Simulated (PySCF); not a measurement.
A structure optimised at B3LYP-D3(BJ)/def2-SVP, used in a PySCF frequency run:

```xyz
6

O     -1.0668     1.9466     0.0000
Si    -0.8591     0.3169     0.0000
Cl    -1.7355    -0.5320     1.6616
Cl    -1.7355    -0.5320    -1.6616
I      1.5386    -0.0793     0.0000
H     -1.9736     2.2821     0.0000
```

Question: Write its SMILES, formula and point group.

Answer: O[Si](Cl)(Cl)I, Cl2HIOSi, Cs

Question: What are its rotational constants (standard atomic weights)?

Answer: 1.7725, 0.78621, 0.67459 GHz
